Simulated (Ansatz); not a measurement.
Energy needed to pull apart C2H2OSe (SMILES OC#C[SeH]), singlet, into free ground-state atoms, from the structure below (displaced at random from a GFN2-xTB minimum); no zero-point or spin–orbit terms; open-shell atoms are treated unrestricted, in their ground-state multiplicity.

```json
{"atom": "O1", "x (Å)": "1.9822", "y (Å)": "-0.5986", "z (Å)": "-0.3539"}
{"atom": "C2", "x (Å)": "0.7134", "y (Å)": "-0.4571", "z (Å)": "-0.2083"}
{"atom": "C3", "x (Å)": "-0.4363", "y (Å)": "-0.0221", "z (Å)": "-0.0900"}
{"atom": "Se4", "x (Å)": "-2.3134", "y (Å)": "-0.0080", "z (Å)": "-0.0311"}
{"atom": "H5", "x (Å)": "2.4182", "y (Å)": "-0.5531", "z (Å)": "0.5509"}
{"atom": "H6", "x (Å)": "-2.3008", "y (Å)": "1.4326", "z (Å)": "0.0109"}
```

Program: Ansatz 0.2.0. Basis: def2-TZVPP. Cores are frozen in the correlated methods. Filled d shells of the heavier atoms are correlated. The def2 sets are not built for correlating such inner shells, so the correlated values are less sure here. B3LYP uses VWN-RPA correlation.

```
   method  atomization energy (eV)
   PBE-D4                        ?
r2SCAN-D4                        ?
  PBE0-D4                    23.41
 B3LYP-D4                    23.14
  LC-wPBE                    23.00
  wB97M-V                    23.16
       HF                    14.53
      MP2                    23.40
     CCSD                    21.76
  CCSD(T)                    22.45
```

(1) What does r2SCAN-D4 give? (Judge from chemistry; the value comes from the calculation.)

(2) What does PBE-D4 give? (Judge from chemistry; the value comes from the calculation.)

No T1 diagnostic of these runs exceeds 0.013.

Results:

(1) Computed: 23.35 eV, which is about 0.91 eV more than CCSD(T)/def2-TZVPP.

(2) The calculation gives: 24.48 eV, which is about 2.03 eV more than CCSD(T)/def2-TZVPP.

In triple zeta the MP2 and coupled-cluster atomization energies are still short of their basis limit by a few kcal/mol a bond, whereas those of the functionals are nearly converged, so these differences are not deviations from converged CCSD(T).

For scale, one of the runs: CCSD(T)/def2-TZVPP forces, 169 basis functions (an equivalent command: `ansatz run in.yaml --threads 4`). Time: 2.7 min of wall clock on 4 CPU threads; the host was shared. Peak host memory: 2.7 GiB.
